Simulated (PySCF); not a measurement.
## Ionisation energy of Xe⁺ by level of theory

Xe⁺ [Kr] 4d10 5s2 5p5 (2P) → Xe²⁺ [Kr] 4d10 5s2 5p4 (3P), as a difference of total energies. Calculation: PySCF 2.14, in x2c-QZVPPall; the spin-free X2C one-electron Hamiltonian (Gaussian nucleus). Correlated levels: valence: [Kr] 4d10 frozen. The calculations carry no spin-orbit coupling.

```
           method  ionisation energy (eV)  plus first-order spin-orbit estimate  difference from reference of that sum (eV)
              UHF                  20.070                                20.028                                      -0.947
    MP2 (valence)                  20.913                                20.872                                      -0.103
SCS-MP2 (valence)                  20.934                                20.892                                      -0.083
   CCSD (valence)                  20.958                                20.916                                      -0.059
CCSD(T) (valence)                  20.997                                20.955                                      -0.020
```

Reference: 20.975 eV (semi-empirical (NIST evaluation); NIST Atomic Spectra Database, ionization energies).

A first-order spin-orbit estimate (lowest level to lowest level, LS coupling) adds -0.042 eV.

Errors of the correlated levels include the incompleteness of this basis and the frozen core.
